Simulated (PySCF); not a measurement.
# Computed records: GeH6O2Si, GeH4NO, AlGeH4NO

Calculation on a computer-drawn molecule: optimised geometry and harmonic frequencies of an isolated molecule of the commonest isotopes, restricted reference for singlets and unrestricted otherwise, frozen core in MP2; on germanium a core potential holds 10 electrons, which the energies leave out, and 3d is frozen in MP2 and coupled-cluster steps. Program: PySCF 2.14.0.

Common to all runs: multiplicity 1; method HF; basis and core potential on germanium cc-pVDZ-PP ECP10MDF.

(1) GeH6O2Si

Start structure:
```xyz
10
GeH6O2Si
O     -0.7577     2.5159     0.1740
Si     0.6550     2.1714     0.9198
O      0.8385     0.5694     0.5210
Ge    -0.0429    -0.5196    -0.4513
H     -1.1624     3.4365     0.2438
H      1.7435     2.8924     0.3785
H      0.4582     2.2214     2.4007
H      0.7935    -1.7351    -0.3394
H     -1.4542    -0.7102     0.1710
H     -0.1397     0.0125    -1.8492
```

It was run with charge 0 and basis cc-pV(D+d)Z.

It finds rotational constants 9.65, 1.581, 1.404 GHz; total energy -735.6434 hartree; convergence status largest gradient component 7.422e-06 hartree/bohr.

Drawn bonds:
```csv
atom,other atom,order
1,2,1
2,3,1
3,4,1
1,5,1
2,6,1
2,7,1
4,8,1
4,9,1
4,10,1
```

Optimised structure:
```xyz
10
GeH6O2Si
O     -0.8020     2.6861     0.2184
Si     0.5990     2.1714     0.9235
O      0.7818     0.6186     0.5020
Ge    -0.0500    -0.6213    -0.4733
H     -1.0890     3.5793     0.3291
H      1.7395     2.9767     0.4391
H      0.5100     2.2991     2.3928
H      0.8143    -1.8725    -0.3589
H     -1.4406    -0.8506     0.1134
H     -0.1311    -0.1320    -1.9171
```

Modes:
```csv
frequency (cm⁻¹),reduced mass (dalton)
38.29,2.646
76.79,7.132
79.03,1.1
126.9,1.17
371.5,5.594
528.8,6.285
693.5,1.097
712,1.176
768.2,1.419
783.7,1.067
814.9,1.142
884.1,6.95
931.6,1.217
954.7,1.025
955,1.024
1056,1.248
1084,1.102
1099,3.801
2250,1.024
2254,1.024
2274,1.011
2306,1.052
2329,1.028
4185,1.067
```

(2) GeH4NO

Start structure:
```xyz
7
GeH4NO
N     -1.5517    -2.0238    -1.1533
Ge    -2.7781    -1.3314    -0.2413
O     -2.5882    -1.8889     1.3712
H     -1.3519    -1.8934    -2.0743
H     -0.7934    -2.6827    -0.7305
H     -3.8220    -0.3883    -0.7128
H     -3.2157    -1.7042     2.0921
```

It was run with charge 1 and basis cc-pVDZ.

Results for GeH4NO: rotational constants 20.13, 6.848, 5.11 GHz; total energy -424.7906 hartree; convergence status largest gradient component 3.868e-05 hartree/bohr.

Drawn bonds:
```csv
atom,other atom,order
1,2,1
2,3,1
1,4,1
1,5,1
2,6,1
3,7,1
```

Optimised structure:
```xyz
7
GeH4NO
N     -1.4855    -2.0473    -1.1643
Ge    -2.7287    -1.3843    -0.1796
O     -2.6480    -1.9075     1.4360
H     -1.3882    -1.8407    -2.1428
H     -0.7917    -2.6778    -0.7981
H     -3.7801    -0.4416    -0.6858
H     -3.2789    -1.6135     2.0858
```

Modes:
```csv
frequency (cm⁻¹),reduced mass (dalton)
242.3,3.707
363.7,1.162
436.5,1.295
481.7,1.045
638.8,1.048
726.5,1.046
846,6.367
894.7,2.745
927.7,1.445
947.8,1.334
1660,1.115
2393,1.022
3740,1.049
3859,1.102
4088,1.069
```

(3) AlGeH4NO

Start structure:
```xyz
8
AlGeH4NO
N     -0.2075    -0.3825    -1.0928
Ge     0.6514     0.6885    -2.3055
Al     2.3247     2.0824    -1.0128
O      3.2829     2.9585    -0.2215
H     -0.9755    -0.9563    -1.4763
H      0.2669    -0.8735    -0.4299
H      1.2640    -0.1036    -3.4627
H     -0.4825     1.4680    -2.9936
```

Here we set charge 0 and basis cc-pV(D+d)Z.

The calculation gives: rotational constants 11.01, 1.489, 1.338 GHz; total energy -666.9288 hartree; convergence status largest gradient component 2.139e-05 hartree/bohr.

Drawn bonds:
```csv
atom,other atom,order
1,2,1
2,3,1
3,4,2
1,5,1
1,6,1
2,7,1
2,8,1
```

Optimised structure:
```xyz
8
AlGeH4NO
N     -0.2541    -0.3686    -1.0427
Ge     0.6236     0.6602    -2.2970
Al     2.2410     2.0952    -1.0474
O      3.2819     2.9890    -0.2762
H     -1.0410    -0.8701    -1.4208
H      0.3299    -1.0346    -0.5656
H      1.3686    -0.1369    -3.3784
H     -0.4257     1.5473    -2.9669
```

Modes:
```csv
frequency (cm⁻¹),reduced mass (dalton)
102.2,5.379
145.8,4.068
204.7,1.283
206.7,8.271
287.7,20.24
455.8,1.156
620.6,1.341
686.8,1.98
743.5,1.36
804.4,1.102
949.2,1.032
1005,1.129
1199,19.1
1704,1.092
2196,1.021
2240,1.019
3725,1.051
3815,1.094
```
